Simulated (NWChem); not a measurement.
Program: NWChem. System: HB, charge 0, spin multiplicity 1, at a geometry optimised with PBE0/def2-SVP. The structure started from a generated list of species. Level: CCSD(T)/def2-TZVP, 1 core orbitals frozen.

The NWChem input:

```
start mol
memory heap 100 mb stack 700 mb global 1900 mb
geometry units angstroms nocenter noautoz
  B      0.000000     0.000000     0.208709
  H      0.000000     0.000000    -1.043544
  symmetry group C2v
end
basis spherical
  * library def2-tzvp
end
scf
  rhf
  nopen 0
  maxiter 100
  thresh 1e-7
  semidirect memsize 60000000 filesize 0
end
tce
  freeze core 1
  ccsd(t)
  2eorb
  2emet 13
  thresh 1e-6
  maxiter 100
  tilesize 24
end
task tce energy
```

NWChem printed:

```
             Northwest Computational Chemistry Package (NWChem) 7.3.0
             --------------------------------------------------------

                                NWChem Input Module
                                -------------------

 Scaling coordinates for geometry "geometry" by  1.889725989
 (inverse scale =  0.529177249)

 Turning off AUTOSYM since
 SYMMETRY directive was detected!

                             Geometry "geometry" -> ""
                             -------------------------

 Output coordinates in angstroms (scale by  1.889725989 to convert to a.u.)

  No.       Tag          Charge          X              Y              Z
 ---- ---------------- ---------- -------------- -------------- --------------
    1 B                    5.0000     0.00000000     0.00000000     0.20870900
    2 H                    1.0000     0.00000000     0.00000000    -1.04354400

 Effective nuclear repulsion energy (a.u.)       2.1129007038

            Nuclear Dipole moment (a.u.)
            ----------------------------
        X                 Y               Z
 ---------------- ---------------- ----------------
     0.0000000000     0.0000000000     0.0000018897

      Symmetry information
      --------------------

 Group name             C2v
 Group number             16
 Group order               4
 No. of unique centers     2

      Symmetry unique atoms

     1    2


 Summary of "ao basis" -> "" (spherical)
 ------------------------------------------------------------------------------
       Tag                 Description            Shells   Functions and Types
 ---------------- ------------------------------  ------  ---------------------
 *                         def2-tzvp                  on all atoms

 Summary of "ao basis" -> "ao basis" (spherical)
 ------------------------------------------------------------------------------
       Tag                 Description            Shells   Functions and Types
 ---------------- ------------------------------  ------  ---------------------
 B                         def2-tzvp                11       31   5s3p2d1f
 H                         def2-tzvp                 4        6   3s1p

                                 NWChem SCF Module
                                 -----------------

  ao basis        = "ao basis"
  functions       =    37
  atoms           =     2
  closed shells   =     3
  open shells     =     0
  charge          =   0.00
  wavefunction    = RHF
  use symmetry    = T
  symmetry adapt  = T

 Summary of "ao basis" -> "ao basis" (spherical)
 ------------------------------------------------------------------------------
       Tag                 Description            Shells   Functions and Types
 ---------------- ------------------------------  ------  ---------------------
 B                         def2-tzvp                11       31   5s3p2d1f
 H                         def2-tzvp                 4        6   3s1p

      Symmetry analysis of basis
      --------------------------

        a1         18
        a2          3
        b1          8
        b2          8

 Forming initial guess at       0.0s

      Superposition of Atomic Density Guess
      -------------------------------------

 Sum of atomic energies:         -25.03452205

      Non-variational initial energy
      ------------------------------

 Total energy =     -24.954877
 1-e energy   =     -36.953712
 2-e energy   =       9.885934
 HOMO         =      -0.191891
 LUMO         =      -0.013157
[...]
    10      0.206068  1 B  py

 Vector    6  Occ=0.000000D+00  E= 1.419734D-01  Symmetry=a1
              MO Center=  2.5D-15,  3.1D-15, -6.6D-01, r^2= 6.4D+00
   Bfn.  Coefficient  Atom+Function         Bfn.  Coefficient  Atom+Function
  ----- ------------  ---------------      ----- ------------  ---------------
     5      2.654062  1 B  s                  4     -1.667089  1 B  s
    34     -1.140058  2 H  s                 14     -1.082971  1 B  pz
    11      0.215801  1 B  pz

 center of mass
 --------------
 x =   0.00000000 y =   0.00000000 z =   0.19594185

 moments of inertia (a.u.)
 ------------------
           5.170423550438           0.000000000000           0.000000000000
           0.000000000000           5.170423550438           0.000000000000
           0.000000000000           0.000000000000           0.000000000000

  Mulliken analysis of the total density
  --------------------------------------

    Atom       Charge   Shell Charges
 -----------   ------   -------------------------------------------------------
    1 B    5     5.02   0.92  1.05  0.67  0.91  0.28  0.47  0.53  0.13  0.01  0.03  0.00
    2 H    1     0.98   0.25  0.52  0.19  0.01

       Multipole analysis of the density wrt the origin
       ------------------------------------------------

     L   x y z        total         open         nuclear
     -   - - -        -----         ----         -------
     0   0 0 0     -0.000000      0.000000      6.000000

     1   1 0 0     -0.000000      0.000000      0.000000
     1   0 1 0     -0.000000      0.000000      0.000000
     1   0 0 1     -0.668723      0.000000      0.000002

     2   2 0 0     -5.016112      0.000000      0.000000
     2   1 1 0      0.000000      0.000000      0.000000
     2   1 0 1     -0.000000      0.000000      0.000000
     2   0 2 0     -5.016112      0.000000      0.000000
     2   0 1 1     -0.000000      0.000000      0.000000
     2   0 0 2     -7.990399      0.000000      4.666600

                   NWChem Extensible Many-Electron Theory Module
                   ---------------------------------------------


            General Information
            -------------------
      Number of processors :     1
         Wavefunction type : Restricted Hartree-Fock
          No. of electrons :     6
           Alpha electrons :     3
            Beta electrons :     3
           No. of orbitals :    74
            Alpha orbitals :    37
             Beta orbitals :    37
        Alpha frozen cores :     1
         Beta frozen cores :     1
     Alpha frozen virtuals :     0
      Beta frozen virtuals :     0
         Spin multiplicity : singlet
    Number of AO functions :    37
       Number of AO shells :    15
        Use of symmetry is : on
      Symmetry adaption is : on
         Schwarz screening : 0.10D-09

          Correlation Information
          -----------------------
          Calculation type : Coupled-cluster singles & doubles w/ perturbation
   Perturbative correction : (T)
            Max iterations :      100
        Residual threshold : 0.10D-05
     T(0) DIIS level shift : 0.00D+00
     L(0) DIIS level shift : 0.00D+00
     T(1) DIIS level shift : 0.00D+00
     L(1) DIIS level shift : 0.00D+00
     T(R) DIIS level shift : 0.00D+00
     T(I) DIIS level shift : 0.00D+00
   CC-T/L Amplitude update :  5-th order DIIS
                I/O scheme : Global Array Library
        L-threshold :  0.10D-05
        EOM-threshold :  0.10D-05
 no EOMCCSD initial starts read in
 TCE RESTART OPTIONS
 SLICE:      F
 D4D5:       F
 quantumc:   F
 qrotation:  F
 pwtce:      F
 qducc:      F
 nacto:                         0
 nrotv:                         0
 nrot:                          0

            Memory Information
            ------------------
          Available GA space size is     249035431 doubles
          Available MA space size is     104854788 doubles

 Maximum block size supplied by input
 Maximum block size        24 doubles

 tile_dim =     15

 -------------------------------------------------

 Global array virtual files algorithm will be used

 Parallel file system coherency ......... OK

 4-electron integrals stored in orbital form

 v2    file size   =           158838
 4-index algorithm nr.  13 is used
 imaxsize =       30
 imaxsize ichop =        0


CCSD iterations
 ---------------------------------------------------------
 Iter          Residuum       Correlation     Cpu    Wall
 ---------------------------------------------------------
    1   0.1011106880347  -0.0705231768532     0.0     0.0
    2   0.0432062419837  -0.0862060678316     0.0     0.0
    3   0.0229791092997  -0.0913274567321     0.0     0.0
    4   0.0134287949612  -0.0935823068081     0.0     0.0
    5   0.0082419077845  -0.0947315046422     0.0     0.0
    6   0.0011947001724  -0.0963388429138     0.0     0.0
    7   0.0006602210344  -0.0963188601659     0.0     0.0
    8   0.0004342103508  -0.0963187684760     0.0     0.0
    9   0.0002906821543  -0.0963207854499     0.0     0.0
   10   0.0001965161413  -0.0963232016758     0.0     0.0
   11   0.0000190113682  -0.0963308025687     0.0     0.0
   12   0.0000085380450  -0.0963318428087     0.0     0.0
   13   0.0000049553344  -0.0963325531504     0.0     0.0
   14   0.0000030252250  -0.0963329359536     0.0     0.0
   15   0.0000018965721  -0.0963331576550     0.0     0.0
   16   0.0000003327176  -0.0963334926457     0.0     0.0
 -----------------------------------------------------------------
 Iterations converged
 CCSD correlation energy / hartree =        -0.096333492645679
 CCSD total energy / hartree       =       -25.226311651804835

 Singles contributions

 Doubles contributions
 CCSD(T)
 Using plain CCSD(T) code
             total no. of tasks           15
 total no. of tasks / no. procs           15
                         wl_min         1080           3.2
                         wl_max        27000           5.5
        thresh for no. of tasks           15

 CCSD[T]  correction energy / hartree =        -0.002011192255613
 CCSD[T] correlation energy / hartree =        -0.098344684901292
 CCSD[T] total energy / hartree       =       -25.228322844060447
 CCSD(T)  correction energy / hartree =        -0.001975895954651
 CCSD(T) correlation energy / hartree =        -0.098309388600331
 CCSD(T) total energy / hartree       =       -25.228287547759486

 Task  times  cpu:        0.4s     wall:        0.4s

 Total times  cpu:        0.4s     wall:        0.4s
```
